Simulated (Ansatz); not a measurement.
`C[SiH](Cl)[SnH3]` + `OC=S` → `C[SiH](Cl)OC=S` + `[SnH4]`  (cleavage of the Si–Sn bond)

Gas-phase electronic energies from Ansatz, PBE0-D4/def2-TZVP geometries. CCSD(T)/CBS is the MP2 limit (def2-TZVPP, def2-QZVPP) plus CCSD(T) − MP2 in def2-TZVPP, frozen cores. This one scheme is used for every species. DFT in def2-TZVPP. Elements past krypton have def2 core potentials. For Sn outer-core shells are correlated without core-valence functions, which leaves a few kJ/mol of doubt a bond. One conformer a species, not always the lowest.

(1) Is it downhill or uphill in electronic energy at CCSD(T)/CBS, and by how much? (Best estimate.)

(2) What do these levels give: ωB97X-V, ωB97M-V, r2SCAN, HF/CBS(def2), MP2/CBS(def2), CCSD/CBS(def2)? (Estimate.)

Largest T1 diagnostic among the species: 0.018.

## Answers

(1) Ansatz gave: Downhill: ΔE = -71.4 kJ/mol.

(2) Ansatz gave: ωB97X-V -77.2, ωB97M-V -78.6, r2SCAN -72.4, HF/CBS(def2) -97.5, MP2/CBS(def2) -71.4, CCSD/CBS(def2) -73.2 kJ/mol.

In def2-TZVPP, CCSD(T) changes the Hartree–Fock value by +16.9 kJ/mol (the triples alone add +1.8 kJ/mol) and MP2 by +16.9 kJ/mol. From PBE to PBE0 (25 % exact exchange), in def2-TZVPP and without D4, ΔE moves by −6.9 kJ/mol.
